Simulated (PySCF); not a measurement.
# Electric field gradients and quadrupole coupling constants

C4H12SSi2.
Cartesian coordinates in Å at the GFN2-xTB level; atoms count from 1:
```xyz
19
C4H12SSi2 angstrom
C     -3.1757    0.1305   -0.7184
C     -2.0656   -0.7268   -0.1080
C     -1.2250    0.0920    0.8127
C      0.0265    0.4700    0.5795
Si     1.0290    0.0494   -0.9507
S      2.9383    1.0495   -0.7955
Si     3.8989    0.1095    0.8659
H     -3.8051    0.5542    0.0612
H     -2.7430    0.9464   -1.2926
H     -3.7986   -0.4684   -1.3780
H     -2.5193   -1.5498    0.4510
H     -1.4482   -1.1464   -0.9030
H     -1.7282    0.4083    1.7205
H      0.5132    1.0941    1.3209
H      0.4976    0.6032   -2.1899
H      1.2922   -1.3854   -1.0766
H      3.0958    0.3040    2.0692
H      5.1788    0.7901    0.9427
H      4.0286   -1.3150    0.5816
```

Field gradients from the PBE0/pcSseg-1 density (PySCF, non-relativistic), principal values in atomic units, ordered |Vxx| ≤ |Vyy| ≤ |Vzz|:

```csv
atom,Vxx,Vyy,Vzz
S6,0.2483,1.3922,-1.6404
```

Problem. Find the asymmetry η = (Vxx − Vyy)/Vzz and the couplings χ = eQV/h (234.96 MHz × Q in barn × V in au), with Q(33S) = −0.0678 b.

Solution. 
```tsv
atom	environment	nucleus	η	χzz (MHz)	χxx (MHz)	χyy (MHz)
S6	sulfur bonded to 2 Si	33S	0.70	26.13	-3.96	-22.18
```

The tensor is traceless: Vxx + Vyy + Vzz = 0.

Problem. What is Vzz at S6 in SI units (1 au = 9.71736 × 10²¹ V/m²)?

Solution. -1.6404 au = -15.941 × 10²¹ V/m².

Were the hydrogens deuterons (Q(2H) = 0.00286 b), χzz would run from 109 kHz (H16) to 218 kHz (H14).

The structure is a single GFN2-xTB conformer in the gas phase; no vibrational or solvent corrections. GFN2-xTB bond lengths can be off by several hundredths of an ångström, more for odd bonds, and the gradients follow them. The small basis limits the accuracy of the gradients.
